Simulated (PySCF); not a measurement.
PySCF input file for ZnF2, SMILES [F][Zn][F], TDA-ωB97X/def2-SVPD. Coordinates come from a B3LYP-D3(BJ)/def2-TZVP optimisation. The isomer is the one that the SMILES or the coordinates give; other isomers of the formula were not compared.

```python
import numpy as np
from pyscf import gto, scf, dft, tdscf

mol = gto.M(
    atom='''
    Zn    0.00000000    0.00000000    0.00000000
    F     0.00000000    0.00000000   -1.74052325
    F     0.00000000    0.00000000    1.74052325
    ''',
    basis='def2-SVPD',
    charge=0,
    spin=0,
    symmetry=True,
    symmetry_subgroup='D2h',
    max_memory=1600,
    verbose=4,
)
mf = dft.RKS(mol, xc='wb97x').density_fit(auxbasis='def2-universal-jkfit')
mf.grids.level = 3
mf.conv_tol = 1e-9
mf.max_cycle = 100
mf.kernel()
mf.grids = dft.Grids(mol).set(level=1).build(with_non0tab=True)  # coarser grid for the response kernel
td = tdscf.TDA(mf)
td.singlet = True
td.nstates = 10
td.conv_tol = 1e-4
td.positive_eig_threshold = 1e-6
td.kernel(x0=td.get_init_guess(mf, 15))
td.analyze()
tt = tdscf.TDA(mf)
tt.singlet = False
tt.nstates = 4
tt.conv_tol = 1e-4
tt.positive_eig_threshold = 1e-6
tt.kernel(x0=tt.get_init_guess(mf, 9))
tt.analyze(verbose=3)
```

Log of the run:

```
PySCF version 2.14.0

[INPUT] verbose = 4
[INPUT] num. atoms = 3
[INPUT] num. electrons = 48
[INPUT] charge = 0
[INPUT] spin (= nelec alpha-beta = 2S) = 0
[INPUT] symmetry True subgroup D2h
[INPUT] Mole.unit = angstrom
[INPUT] Symbol           X                Y                Z      unit          X                Y                Z       unit  Magmom
[INPUT]  1 Zn     0.000000000000   0.000000000000   0.000000000000 AA    0.000000000000   0.000000000000   0.000000000000 Bohr   0.0
[INPUT]  2 F      0.000000000000   0.000000000000  -1.740523250000 AA    0.000000000000   0.000000000000  -3.289112255938 Bohr   0.0
[INPUT]  3 F      0.000000000000   0.000000000000   1.740523250000 AA    0.000000000000   0.000000000000   3.289112255938 Bohr   0.0

nuclear repulsion = 176.491391849583
point group symmetry = Dooh, use subgroup D2h
symmetry origin: [0. 0. 0.]
symmetry axis x: [1. 0. 0.]
symmetry axis y: [0. 1. 0.]
symmetry axis z: [0. 0. 1.]
num. orbitals of irrep Ag = 20
num. orbitals of irrep B1g = 4
num. orbitals of irrep B2g = 7
num. orbitals of irrep B3g = 7
num. orbitals of irrep Au = 3
num. orbitals of irrep B1u = 17
num. orbitals of irrep B2u = 11
num. orbitals of irrep B3u = 11
number of shells = 30
number of NR pGTOs = 142
number of NR cGTOs = 80
basis = def2-SVPD
ecp = {}


[settings echo left out]
init E= -1978.23267895571
HOMO (Ag) = -0.48010859070523  LUMO (Ag) = -0.1297429184555  gap/eV = 9.53394
cycle= 1 E= -1978.61671973362  delta_E= -0.384  |g|=  0.9  |ddm|= 1.91
HOMO (B3g) = -0.357981935996303  LUMO (Ag) = 4.59163414077146e-05  gap/eV = 9.74243
cycle= 2 E= -1978.5376820251  delta_E= 0.079  |g|= 1.23  |ddm|= 1.31
HOMO (B3g) = -0.489168814966704  LUMO (Ag) = -0.00892157756922352  gap/eV = 13.06819
cycle= 3 E= -1978.75516072532  delta_E= -0.217  |g|= 0.0378  |ddm|= 0.687
HOMO (B2g) = -0.482230931705639  LUMO (Ag) = -0.000187699827504328  gap/eV = 13.11706
cycle= 4 E= -1978.75552093051  delta_E= -0.00036  |g|= 0.0184  |ddm|= 0.0474
HOMO (B2g) = -0.485178909437013  LUMO (Ag) = -0.000550322362578459  gap/eV = 13.18742
cycle= 5 E= -1978.75559924478  delta_E= -7.83e-05  |g|= 0.0102  |ddm|= 0.0204
HOMO (B2g) = -0.484393265730769  LUMO (Ag) = -0.00013282053396857  gap/eV = 13.17740
cycle= 6 E= -1978.75562185225  delta_E= -2.26e-05  |g|= 0.00119  |ddm|= 0.00997
HOMO (B3g) = -0.484363157638602  LUMO (Ag) = -0.000247775552182361  gap/eV = 13.17345
cycle= 7 E= -1978.7556236131  delta_E= -1.76e-06  |g|= 0.000377  |ddm|= 0.00461
HOMO (B2g) = -0.484315824697028  LUMO (Ag) = -0.000259020002063792  gap/eV = 13.17186
cycle= 8 E= -1978.75562369937  delta_E= -8.63e-08  |g|= 6.29e-05  |ddm|= 0.00113
HOMO (B2g) = -0.484318167787954  LUMO (Ag) = -0.000259421411590299  gap/eV = 13.17191
cycle= 9 E= -1978.7556237007  delta_E= -1.32e-09  |g|= 8.49e-06  |ddm|= 0.000148
HOMO (B3g) = -0.484317704448045  LUMO (Ag) = -0.000259437559010589  gap/eV = 13.17190
cycle= 10 E= -1978.75562370073  delta_E= -3.68e-11  |g|= 1.32e-06  |ddm|= 2.18e-05
HOMO (B2g) = -0.484317446519883  LUMO (Ag) = -0.000259290230666842  gap/eV = 13.17189
Extra cycle  E= -1978.75562370073  delta_E= -1.82e-12  |g|= 8.42e-07  |ddm|= 2.13e-06
converged SCF energy = -1978.75562370073
tot grids = 18040
Overwritten attributes  positive_eig_threshold  of <class 'pyscf.tdscf.rks.TDA'>


******** <class 'pyscf.tdscf.rks.TDA'> for <class 'pyscf.df.df_jk.DFSymAdaptedRKS'> ********
nstates = 10 singlet
deg_eia_thresh = 1.000e-03
wfnsym = None
conv_tol = 0.0001
eigh lindep = 1e-12
eigh level_shift = 0
eigh max_cycle = 100


Excitation energies (eV)
[ 7.06815825  7.06815825  7.87981531  7.87981531  8.601339    8.79559064
  9.2963597   9.32181382  9.32191062 10.00617575]

** Singlet excitation energies and oscillator strengths **
Excited State   1:  B2g      7.06816 eV    175.41 nm  f=0.0000
      23 -> 25       -0.68626
      23 -> 29        0.12626
Excited State   2:  B3g      7.06816 eV    175.41 nm  f=0.0000
      24 -> 25       -0.68626
      24 -> 29        0.12626
Excited State   3:  B2u      7.87982 eV    157.34 nm  f=0.0670
      21 -> 25       -0.68676
      21 -> 29        0.11345
Excited State   4:  B3u      7.87982 eV    157.34 nm  f=0.0670
      22 -> 25       -0.68676
      22 -> 29        0.11345
Excited State   5:   Ag      8.60134 eV    144.15 nm  f=0.0000
      20 -> 25       -0.66396
      21 -> 26       -0.12173
      22 -> 27       -0.12173
Excited State   6:  B1u      8.79559 eV    140.96 nm  f=0.1018
      19 -> 25        0.57402
      23 -> 27       -0.26604
      24 -> 26       -0.26604
Excited State   7:   Au      9.29636 eV    133.37 nm  f=0.0000
      23 -> 26       -0.48214
      23 -> 30        0.11485
      24 -> 27        0.48214
      24 -> 31       -0.11485
Excited State   8:  B1u      9.32181 eV    133.00 nm  f=0.0000
      23 -> 27       -0.48307
      23 -> 31        0.11119
      24 -> 26        0.48307
      24 -> 30       -0.11119
Excited State   9:   Au      9.32191 eV    133.00 nm  f=0.0000
      23 -> 26       -0.48307
      23 -> 30        0.11119
      24 -> 27       -0.48307
      24 -> 31        0.11119
Excited State  10:  B1g     10.00618 eV    123.91 nm  f=0.0000
      21 -> 27       -0.48229
      21 -> 31        0.10928
      22 -> 26        0.48229
      22 -> 30       -0.10928

** Transition electric dipole moments (AU) **
state          X           Y           Z        Dip. S.      Osc.
  1         0.0000     -0.0000      0.0000      0.0000      0.0000
  2         0.0000      0.0000      0.0000      0.0000      0.0000
  3        -0.0000      0.5889     -0.0000      0.3468      0.0670
  4         0.5889      0.0000      0.0000      0.3468      0.0670
  5         0.0000     -0.0000      0.0000      0.0000      0.0000
  6        -0.0000     -0.0000     -0.6873      0.4724      0.1018
  7         0.0000      0.0000      0.0000      0.0000      0.0000
  8         0.0000      0.0000     -0.0000      0.0000      0.0000
  9        -0.0000     -0.0000     -0.0000      0.0000      0.0000
 10         0.0000      0.0000     -0.0000      0.0000      0.0000

** Transition velocity dipole moments (imaginary part, AU) **
state          X           Y           Z        Dip. S.      Osc.
  1         0.0000     -0.0000      0.0000      0.0000      0.0000
  2         0.0000      0.0000      0.0000      0.0000      0.0000
  3        -0.0000      0.1505     -0.0000      0.0227      0.0522
  4         0.1505      0.0000      0.0000      0.0227      0.0522
  5         0.0000     -0.0000      0.0000      0.0000      0.0000
  6        -0.0000     -0.0000     -0.1984      0.0394      0.0812
  7         0.0000     -0.0000     -0.0000      0.0000      0.0000
  8         0.0000      0.0000     -0.0000      0.0000      0.0000
  9        -0.0000      0.0000     -0.0000      0.0000      0.0000
 10         0.0000     -0.0000     -0.0000      0.0000      0.0000

** Transition magnetic dipole moments (imaginary part, AU) **
state          X           Y           Z
  1         0.0000      0.5728      0.0000
  2        -0.5728      0.0000     -0.0000
  3         0.0000     -0.0000      0.0000
  4        -0.0000     -0.0000     -0.0000
  5        -0.0000     -0.0000      0.0000
  6        -0.0000      0.0000      0.0000
  7         0.0000     -0.0000     -0.0000
  8         0.0000      0.0000     -0.0000
  9         0.0000      0.0000      0.0000
 10         0.0000     -0.0000      0.0000


******** <class 'pyscf.tdscf.rks.TDA'> for <class 'pyscf.df.df_jk.DFSymAdaptedRKS'> ********
nstates = 4 triplet
deg_eia_thresh = 1.000e-03
wfnsym = None
conv_tol = 0.0001
eigh lindep = 1e-12
eigh level_shift = 0
eigh max_cycle = 100


Excitation energies (eV)
[6.74795794 6.74795794 7.50983588 7.50983588]

** Triplet excitation energies and oscillator strengths **
Excited State   1:  B2g      6.74796 eV    183.74 nm  f=0.0000
Excited State   2:  B3g      6.74796 eV    183.74 nm  f=0.0000
Excited State   3:  B2u      7.50984 eV    165.10 nm  f=0.0000
Excited State   4:  B3u      7.50984 eV    165.10 nm  f=0.0000
```

Self-consistency was reached.

Cost: roughly 18 core-seconds.
